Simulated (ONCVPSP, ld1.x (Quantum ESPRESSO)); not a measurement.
**Pseudopotentials across the periodic table**

Generated with ld1.x 7.5 (TM, RRKJ, ultrasoft, PAW), atompaw 4.2 or ONCVPSP 4.0.1. The cutoff is in Ry: for ld1.x and atompaw files where the sum of valence levels is converged to 10 mRy in a Bessel basis, for ONCV files where the hardest occupied wave has 1 mHa per electron of residual kinetic energy. The error is the largest all-electron minus pseudo excitation energy over each file’s own four to seven test configurations (ionisations up to +4, promotions, holes and added fractions of an electron), all of which were solved. The labels leave out finer settings (local radius, basis sizes, second energies), which also bear on the numbers. Spin-polarised tests are not counted. The rows are a selection from randomly drawn settings: files with unsolved tests, undetermined cutoffs or missed reference levels are left out.

A true bound ghost makes a file unfit for plane-wave use even where its test errors are small: the radial tests pick states by their node count and pass the ghost by.

| element | potential | cutoff (Ry) | largest error (meV) | bound ghosts |
| --- | --- | --- | --- | --- |
| B | ONCV, LDA (Perdew-Wang 92), scalar-relativistic, rc 1.40/2.50 (sp), local smoothed, core correction yes, reference 2s1 2p2, qcut 4.8/6.9, projectors 2/2 | 22 | +167 | none |
| V | ONCV, PBE, scalar-relativistic, rc 2.85/2.70/1.90 (spd), local smoothed, core correction no, reference 3d3 4s2, qcut 2.5/3.4/9.1, projectors 2/2/2 | 57 | +348 | none |
| Rb | ONCV, PBE, scalar-relativistic, rc 2.40/2.70/2.25 (spd), local smoothed, core correction yes, reference 4s2 4p6 5s0.5 5p0.5, qcut 4.3/5.4/4.5, projectors 3/3/2 | 14 | -168 | none |
| Mo | TM semilocal, BLYP, scalar-relativistic, rc 2.15/4.20/1.80 (spd), local d, core correction no, reference 4d5 5s0 5p1 | 40 | -41 | none |
| Te | ONCV, PW91, fully relativistic, rc 1.90/2.25/0.85 (spd), local smoothed, core correction no, reference 4d10 5s2 5p4, qcut 3/4.3/13.2, projectors 2/2/1 | 114 | +9.1 | s, p3/2, p1/2 |
| Lu | ONCV, PW91, scalar-relativistic, rc 2.05/1.85/2.25 (spd), local smoothed, core correction no, reference 5s2 5p6 5d1 6s1.75 6p0.25, qcut 7.7/8.1/4.5, projectors 3/2/2 | 37 | +25 | none |
| Bi | ONCV, PW91, fully relativistic, rc 1.60/1.50/1.70 (spd), local smoothed, core correction yes, reference 5s2 5p6 5d10 6s1.5 6p3.5, qcut 7.5/8.7/11.2, projectors 2/2/1 | 55 | -0.8 | none |

(1) Fill in the row for P: ONCV, PBE, scalar-relativistic, rc 0.90/0.70/0.75 (spd), local smoothed, core correction yes, reference 2s2 2p6 3s2 3p2.5, qcut 11.4/24.7/15.3, projectors 2/2/2.

(2) Fill in the row for As: ONCV, PBEsol, scalar-relativistic, rc 1.50/2.05/0.95 (spd), local smoothed, core correction yes, reference 3d10 4s1.5 4p3.5, qcut 4/4/14.8, projectors 2/2/2.

## Answers

(1) cutoff 387 Ry, largest error -346 meV, bound ghosts: none.

(2) cutoff 199 Ry, largest error -13 meV, bound ghosts: s.
